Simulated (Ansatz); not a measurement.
Calculated with Ansatz (gas phase, PBE0-D4/def2-TZVP geometries, no zero-point term in ΔE). CCSD(T)/CBS is the MP2 limit (def2-TZVPP, def2-QZVPP) plus CCSD(T) − MP2 in def2-TZVPP, frozen cores. This one scheme is used for every species. DFT in def2-TZVPP. def2 core potentials past Kr. For Br, Sn outer-core shells are correlated without core-valence functions, which leaves a few kJ/mol of doubt a bond. Scalar relativity is left out up to krypton. One conformer a species, not always the lowest.

Reaction (redistribution): `[CH3][Al]([SH])[Br]` + `[F][Sn]([F])([F])[SH]` → `[CH3][Al]([SH])[SH]` + `[F][Sn]([F])([F])[Br]`

```tsv
species	r2SCAN-D4 energy (Eh)
`[CH3][Al]([SH])[Br]`	-3255.36561
`[F][Sn]([F])([F])[SH]`	-912.83607
`[CH3][Al]([SH])[SH]`	-1079.97901
`[F][Sn]([F])([F])[Br]`	-3088.21345
```

(1) Work out ΔE.

Largest T1 diagnostic among the species: 0.015.

## Answers

(1) ΔE = (-1079.97901) + (-3088.21345) − (-3255.36561) − (-912.83607) = 0.00922 Eh = +5.8 kcal/mol. CCSD(T)/CBS gives +6.0 kcal/mol.
